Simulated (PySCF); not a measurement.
# Basis and Hamiltonian dependence of the excitation energy of In⁺

In⁺ [Kr] 4d10 5s2 (1S) → In⁺ [Kr] 4d10 5s1 6s1 (3S). Calculated with PySCF 2.14 from differences of total energies of unrestricted determinants, without spin-orbit coupling. Values in eV.

```
                                                                               basis    Hamiltonian  functions     UHF     PBE    PBE0  MP2 (valence)  CCSD(T) (valence)  CCSD(T) (valence and next inner shell)
                                                        aug-cc-pVDZ-PP with ECP28MDF            ECP         32  10.147  11.636  11.399         10.641             10.865                                     n/a
                                                      aug-cc-pwCVDZ-PP with ECP28MDF            ECP         48  10.126  11.638  11.394         10.655             10.864                                  11.467
                             def2-TZVPPD with the def2 core potential (28 electrons)            ECP         56  10.119  11.632  11.388         10.678             10.866                                  11.543
                                                                     aug-cc-pVTZ-DK3  spin-free X2C         68  10.115  11.520  11.298         10.662             10.850                                     n/a
                                                                        ANO-RCC-VTZP  spin-free X2C         68  11.886  12.828  12.687         12.380             12.529                                  13.070
                             def2-QZVPPD with the def2 core potential (28 electrons)            ECP         88  10.090  11.565  11.321         10.670             10.839                                     n/a
                                                                     aug-cc-pVQZ-DK3  spin-free X2C        102  10.100  11.493  11.271         10.674             10.843                                     n/a
                                                                   aug-cc-pwCVTZ-DK3  spin-free X2C        109  10.096  11.511  11.283         10.662             10.839                                     n/a
aug-cc-pVQZ-PP with one added diffuse shell each of s, p, d, f, g type with ECP28MDF            ECP        117  10.092  11.567  11.323         10.671                n/a                                     n/a
```

Frozen in the all-electron rows: valence: [Kr] 4d10; valence and next inner shell: [Ar] 3d10; with a core potential, the same shells as far as they lie outside it.

At UHF, ANO-RCC-VTZP lies more than 0.3 eV from the median of the rows with comparable relativity. Of these, ANO-RCC-VTZP has no diffuse functions of the l that the added or promoted electron needs.

Reference for a calculation without spin-orbit coupling: 11.645 eV (measured, between term centres; NIST).
